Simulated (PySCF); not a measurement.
PySCF input (M06-2X/6-311+G**):

```python
from pyscf import gto, dft

mol = gto.M(
    atom='''
    F    -1.52244200   -0.83319800   -0.53394400
    Si   -0.72998500    0.27288700    0.33013100
    Si    1.54816000    0.12168400   -0.15073000
    H    -1.23081600    1.61036900   -0.05946200
    H    -1.05620800    0.01322300    1.75245800
    H     2.28009400    1.38124800    0.13680300
    H     2.25445400   -1.03005800    0.46407800
    ''',
    basis='6-311+g**',
    charge=0,
    spin=1,
    verbose=4,
)

mf = dft.UKS(mol, xc='m062x')
mf.grids.level = 4
mf.conv_tol = 1e-9
mf.max_cycle = 100
mf.max_memory = 1500
mf.kernel()
if not mf.converged:
    mf = mf.newton()
    mf.kernel(mf.make_rdm1())
mo, _, stable, _ = mf.stability(return_status=True)
if not stable:
    mf.kernel(mf.make_rdm1(mo, mf.mo_occ))
    stable = mf.stability(return_status=True)[2]
mf.dip_moment()
```

From the output:

```
  HOMO = -0.266085559714  LUMO = -0.0970029507874  gap/eV = 4.60097
cycle= 6 E= -681.190287687558  delta_E= -1.86e-05  |g|= 0.000963  |ddm|= 0.0127
  alpha nocc = 21  HOMO = -0.266209125973546  LUMO = -0.000381806149043574
  beta  nocc = 20  HOMO = -0.357453521612418  LUMO = -0.0972132554227301
  HOMO = -0.266209125974  LUMO = -0.0972132554227  gap/eV = 4.59861
cycle= 7 E= -681.190290662887  delta_E= -2.98e-06  |g|= 0.000279  |ddm|= 0.00591
  alpha nocc = 21  HOMO = -0.266237754427507  LUMO = -0.000347018549312092
  beta  nocc = 20  HOMO = -0.35739926129839  LUMO = -0.097232983665549
  HOMO = -0.266237754428  LUMO = -0.0972329836655  gap/eV = 4.59885
cycle= 8 E= -681.190290846192  delta_E= -1.83e-07  |g|= 0.000104  |ddm|= 0.00111
  alpha nocc = 21  HOMO = -0.266226497499645  LUMO = -0.000347820061907877
  beta  nocc = 20  HOMO = -0.357399256325327  LUMO = -0.0972286731756071
  HOMO = -0.2662264975  LUMO = -0.0972286731756  gap/eV = 4.59867
cycle= 9 E= -681.190290867091  delta_E= -2.09e-08  |g|= 3.32e-05  |ddm|= 0.000293
  alpha nocc = 21  HOMO = -0.266229942525683  LUMO = -0.000349985340346525
  beta  nocc = 20  HOMO = -0.357400100407294  LUMO = -0.0972395200822831
  HOMO = -0.266229942526  LUMO = -0.0972395200823  gap/eV = 4.59846
cycle= 10 E= -681.190290870219  delta_E= -3.13e-09  |g|= 8.38e-06  |ddm|= 0.000122
  alpha nocc = 21  HOMO = -0.266228706109587  LUMO = -0.000349789979950455
  beta  nocc = 20  HOMO = -0.357398553521897  LUMO = -0.0972383119429168
  HOMO = -0.26622870611  LUMO = -0.0972383119429  gap/eV = 4.59846
cycle= 11 E= -681.190290870429  delta_E= -2.1e-10  |g|= 2.54e-06  |ddm|= 3.42e-05
  alpha nocc = 21  HOMO = -0.266229380448735  LUMO = -0.000349869742862657
  beta  nocc = 20  HOMO = -0.357399298119579  LUMO = -0.0972387581347789
  HOMO = -0.266229380449  LUMO = -0.0972387581348  gap/eV = 4.59847
Extra cycle  E= -681.19029087044  delta_E= -1.09e-11  |g|= 1.21e-06  |ddm|= 7.04e-06
converged SCF energy = -681.19029087044  <S^2> = 0.75398177  2S+1 = 2.0039778
uhf_internal: lowest eigs of H = [0.27863919 0.33050824 0.37476963]
<class 'pyscf.dft.uks.UKS'> wavefunction is stable in the internal stability analysis
Dipole moment(X, Y, Z, Debye):  1.01057,  1.08118,  0.76212
```

The geometry given is a B3LYP-D3(BJ)/def2-TZVP minimum.
